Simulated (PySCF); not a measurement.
# Telling isomers of C₃H₉F₃OSi₂ apart by NMR

Level of theory: σ from GIAO-PBE0/pcSseg-1, geometry: GFN2-xTB, in PySCF 2.14 (a single conformation, relativity neglected, in vacuum, fast rotation and ring inversion assumed for equivalent nuclei).

Referencing at the same level of theory: TMS for ¹H, ¹³C. Splittings of carbon signals by F and P are missing where no couplings were computed. Where no couplings were computed, multiplicities follow the n + 1 count of equivalent neighbours, and m marks all less simple cases (inequivalent or close neighbours, rings, F or P nearby). Shifts are as computed. Against solution values, carbons near 30 ppm lie about +3 ppm off and those near 130 ppm about +5 ppm. Of 1309 compounds with measured shifts, 239 miss one by over three times the rms of a fit or turn the order of signals round; such compounds aren't used in these exercises.

(1) Tabulate the signals of `COC([SiH3])([SiH3])C(F)(F)F`, `FC(F)(F)COC([SiH3])[SiH3]`, `CO[SiH2][C@@H]([SiH3])C(F)(F)F` and their relative energies.

(2) What is the quickest way to tell FC(F)(F)COC([SiH3])[SiH3] from CO[SiH2][C@@H]([SiH3])C(F)(F)F?

(3) What is the quickest way to tell COC([SiH3])([SiH3])C(F)(F)F from FC(F)(F)COC([SiH3])[SiH3]?

(4) What is the quickest way to tell COC([SiH3])([SiH3])C(F)(F)F from CO[SiH2][C@@H]([SiH3])C(F)(F)F?

## Answers

(1) 
```json
{"SMILES": "COC([SiH3])([SiH3])C(F)(F)F", "carbon types": "2×C 1×CH3", "δC": "138.0, 69.5, 60.4", "δH": "4.13 (s, 6H), 3.74 (s, 3H)", "E rel. (kcal/mol)": "44.2"}
{"SMILES": "FC(F)(F)COC([SiH3])[SiH3]", "carbon types": "1×C 1×CH 1×CH2", "δC": "134.3, 73.4, 62.8", "δH": "4.02 (d, 6H), 3.88 (m, 2H), 3.66 (sept, 1H)", "E rel. (kcal/mol)": "39.5"}
{"SMILES": "CO[SiH2][C@@H]([SiH3])C(F)(F)F", "carbon types": "1×C 1×CH 1×CH3", "δC": "138.0, 54.1, 19.1", "δH": "5.18 (m, 1H), 5.01 (m, 1H), 4.11 (d, 3H), 3.80 (s, 3H), 1.70 (m, 1H)", "E rel. (kcal/mol)": "0.0"}
```

Energies are electronic energies at PBE0/pcSseg-1 on these geometries, without zero-point or thermal terms, each for the one conformer computed, which needn't be the lowest.

(2) Both give the same number of carbon signals, but DEPT or the intensities differ. The first has an sp3 CH2 bonded to O at 73.4 ppm, the second a methyl carbon bonded to O (CH3) at 54.1 ppm. Their most deshielded carbons lie at 134.3 and 138.0 ppm. In the proton spectra the most deshielded non-exchanging signals are 4.02 (d, 6H) and 5.18 (m, 1H).

(3) Both give the same number of carbon signals, but DEPT or the intensities differ. The first has a fully substituted sp3 carbon bonded to O and 2 Si (C) at 69.5 ppm, the second an sp3 CH2 bonded to O at 73.4 ppm. Their most deshielded carbons lie at 138.0 and 134.3 ppm.

(4) Both give the same number of carbon signals, but DEPT or the intensities differ. The first has a fully substituted sp3 carbon bonded to O and 2 Si (C) at 69.5 ppm, the second an sp3 CH bonded to 2 Si at 19.1 ppm. Their most deshielded carbons lie at 138.0 and 138.0 ppm. In the proton spectra the most deshielded non-exchanging signals are 4.13 (s, 6H) and 5.18 (m, 1H).
